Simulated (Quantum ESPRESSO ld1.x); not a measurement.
Values are calculated unless marked as measured or tabulated.
Question: Au16+, configuration [Kr] 4d10 4f14 5s2 5p1. Code: ld1.x of Quantum ESPRESSO 7.5. Model: Dirac Kohn-Sham, PBE, spin-unpolarised, spherical densities, point nucleus; open shells fill j = l - 1/2 first. Some entries of the table are withheld. Estimate them.

| orbital | occ. | eigenvalue (Ry) | <r> (bohr) | <1/r> (bohr^-1) |
|---|---|---|---|---|
| 1s1/2 | 2 | -5953.98 | 0.01686 | 95.84 |
| 2s1/2 | 2 | -1070.59 | 0.07043 | 23.55 |
| 2p1/2 | 2 | (1) | 0.05797 | 23.49 |
| 2p3/2 | 4 | (2) | 0.06652 | 19.14 |
| 3s1/2 | 2 | -271.605 | 0.1832 | 8.646 |
| 3p1/2 | 2 | -252.309 | 0.1735 | 8.556 |
| 3p3/2 | 4 | -222.485 | 0.1891 | 7.421 |
| 3d3/2 | 4 | -190.542 | (3) | 7.320 |
| 3d5/2 | 6 | -184.126 | (4) | 7.062 |
| 4s1/2 | 2 | -78.1010 | 0.4058 | 3.665 |
| 4p1/2 | 2 | -69.8583 | (5) | 3.556 |
| 4p3/2 | 4 | -62.6611 | (6) | 3.165 |
| 4d3/2 | 4 | -49.1745 | 0.4479 | 2.970 |
| 4d5/2 | 6 | -47.8222 | 0.4585 | 2.881 |
| 5s1/2 | 2 | -30.5719 | 0.8505 | 1.634 |
| 4f5/2 | 6 | (7) | 0.4749 | 2.548 |
| 4f7/2 | 8 | (8) | 0.4805 | 2.515 |
| 5p1/2 | 1 | -27.5453 | 0.8878 | 1.548 |
| 5p3/2 | 0 | -25.8233 | 0.9442 | 1.429 |
| 5d3/2 | 0 | -21.0969 | 1.036 | 1.281 |
| 5d5/2 | 0 | -20.7929 | 1.052 | 1.258 |
| 6s1/2 | 0 | -16.5733 | 1.497 | 0.9231 |

Answer: 
(1) 2p1/2 eigenvalue (Ry): -1027.59
(2) 2p3/2 eigenvalue (Ry): -892.598
(3) 3d3/2 <r> (bohr): 0.1647
(4) 3d5/2 <r> (bohr): 0.1694
(5) 4p1/2 <r> (bohr): 0.4080
(6) 4p3/2 <r> (bohr): 0.4413
(7) 4f5/2 eigenvalue (Ry): -30.4278
(8) 4f7/2 eigenvalue (Ry): -30.1306
